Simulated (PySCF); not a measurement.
Vertical excitations of a molecule C2H5BO3 from TDA-PBE/def2-SVPD (PySCF), as energy in eV (oscillator strength): 5.11 (0.001), 6.10 (0.007), 6.46 (0.003), 6.66 (0.004), 6.90 (0.027), 7.15 (0.174), 7.62 (0.002), 7.71 (0.003), 7.76 (0.007), 7.85 (0.030). Lowest triplet (TDA): 4.66 eV. Coordinates come from a PBE0-D3(BJ)/def2-SVP optimisation. Other conformers were not sampled.

### Question
Which structure fits?
A) OB1OCCO1
B) CC(=O)OBO
C) CB(O)C(=O)O
D) OCB1OCO1

### Answer
B, CC(=O)OBO
